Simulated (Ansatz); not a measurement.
Consider the hydrogenolysis of the Si–F bond: `F[SiH2][SnH3]` + H₂ → `[SiH3][SnH3]` + H–F.

Calculated with Ansatz (gas phase, PBE0-D4/def2-TZVP geometries, no zero-point term in ΔE). CBS: MP2 limit from def2 TZ/QZ plus the TZ coupled-cluster correction, frozen cores. This one scheme is used for every species. Functionals use def2-TZVPP. HSE06 is defined as in plane-wave codes. def2 core potentials past Kr. For Sn outer-core shells are correlated without core-valence functions, which leaves a few kJ/mol of doubt a bond.

```tsv
level	ΔE (eV)
BLYP-D4	1.05
ωB97M-V	1.01
HSE06	0.89
MP2/def2-QZVPP	1.02
```

What does CCSD(T)/CBS give? (Best estimate.)

Computed: +0.97 eV. The listed levels differ from it by 0.08, 0.04, -0.08, 0.05 eV.

Largest T1 diagnostic among the species: 0.013.

At CCSD(T), def2-SVP lies −0.17 eV from the extrapolated value and def2-TZVPP −0.03 eV. From r2SCAN to r2SCAN0 (25 % exact exchange), in def2-TZVPP and without D4, ΔE moves by −0.05 eV.
